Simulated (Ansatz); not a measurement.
Reactions of F2H4SiSn, SMILES `[F][SnH]([F])[SiH3]`.

Isolated molecules relaxed with PBE0-D4/def2-TZVP in Ansatz; ΔE leaves out vibrations. CBS: MP2 limit from def2 TZ/QZ plus the TZ coupled-cluster correction, frozen cores. This one scheme is used for every species. DFT in def2-TZVPP. Open shells (•) are unrestricted, without spin–orbit coupling. Elements past krypton have def2 core potentials. For In, Sn outer-core shells are correlated without core-valence functions, which leaves a few kJ/mol of doubt a bond. One conformer a species, not always the lowest.

```csv
reaction,B2PLYP (kJ/mol),CCSD/CBS(def2) (kJ/mol)
`[F][SnH]([F])[SiH3]` + `CNB(F)F` → `[F][Sn]([F])([F])[SiH3]` + `CNBF`,71,72
`[F][SnH]([F])[SiH3]` + `S[SiH2]S` → `[SiH3]S[SiH2]S` + `[F][SnH2][F]`,-25,-26
`[F][SnH]([F])[SiH3]` + `[OH][In]([SH])[O][SiH3]` → `[SiH3][O][In]([SH])[O][SiH3]` + `[F][SnH2][F]`,-67,-69
`[F][SnH]([F])[SiH3]` + `[OH]`• → `[F][Sn]([F])[SiH3]`• + H₂O,-218,-208
```

(1) Give the CCSD(T)/CBS values in the same order. (Best estimate.)

Largest T1 diagnostic: 0.018, for `[F][Sn]([F])[SiH3]`•.

## Answers

(1) Computed: 69, -28, -66, -215 kJ/mol.
